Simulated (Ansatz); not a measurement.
Mulliken charges of `FB(Cl)OC(F)(F)F` from r2SCAN/def2-TZVPP in Ansatz (PBE0-D4/def2-TZVP geometry).

| atom | x (Å) | y (Å) | z (Å) | charge (e) |
| --- | --- | --- | --- | --- |
| F1 | -0.642 | -1.012 | -1.459 | -0.216 |
| B2 | -1.091 | -0.011 | -0.739 | 0.475 |
| Cl3 | -2.647 | 0.685 | -1.067 | -0.100 |
| O4 | -0.359 | 0.516 | 0.287 | -0.281 |
| C5 | 0.870 | 0.064 | 0.646 | 0.600 |
| F6 | 0.832 | -1.212 | 1.016 | -0.161 |
| F7 | 1.294 | 0.786 | 1.666 | -0.155 |
| F8 | 1.743 | 0.182 | -0.349 | -0.161 |

Question: By hand: the dipole of these point charges (1 e Å = 4.8032 D).

Answer: Σ q r = (-0.107, 0.082, 0.012) e Å, of length 0.135 e Å = 0.65 D.

Question: How does the dipole of the full density compare? (Estimate.)

Answer: Ansatz gave: (-0.089, 0.032, -0.026) e Å, 0.47 D; the point charges give 1.38 times that, at 27° from its direction.

Point charges leave out the atoms' own dipoles, such as those of lone pairs, and Mulliken's split depends on the basis, so the two needn't agree.
